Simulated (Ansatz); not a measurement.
The same path of AlBrClH$_{3}$ (6 atoms, charge 0, multiplicity 1) was run twice with different band settings. Lost on the way: Br5–H6. Made: Cl2–H6.

Computed with Ansatz, RKS PBE0/def2-SVP.

Relaxed end points:

```xyz
6
Properties=species:S:1:pos:R:3
Al 0.006 0.030 0.105
Cl -0.003 0.569 2.186
H 1.404 0.111 -0.629
H -1.401 0.021 -0.618
Br 0.093 -2.680 0.836
H 0.078 -2.079 2.137
```

```xyz
6
Properties=species:S:1:pos:R:3
Al 0.020 -0.468 -0.159
Cl 0.012 0.091 2.409
H 1.404 0.185 -0.554
H -1.405 0.097 -0.544
Br 0.093 -2.723 0.372
H 0.053 -1.210 2.493
```

Common settings: movable images 5; climbing image yes; spring 5.0 eV/Å²; start path through a guess of the saddle point; force threshold 0.05 eV/Å; iteration limit 60; end points relaxed.

| run | optimiser | largest step |
| --- | --- | --- |
| 1 | quadratic models (default) | default |
| 2 | lbfgs | 0.5 Å |

Task: What does each run give, and how far can it be trusted?

Result: Run 1: converged after 6 iterations, highest image 0.120 eV above the first end. A vibrational analysis at the climbing image gives one clearly imaginary mode, 374i cm⁻¹: a first-order saddle point.
Run 2: converged after 17 iterations, highest image 0.121 eV above the first end. Another band between the same ends (5 images) ends at a top of the same energy, where a vibrational analysis finds 1 clearly imaginary mode.
The orbitals stay closed-shell, which can raise the energy where a bond breaks towards radicals; this wasn't checked here.
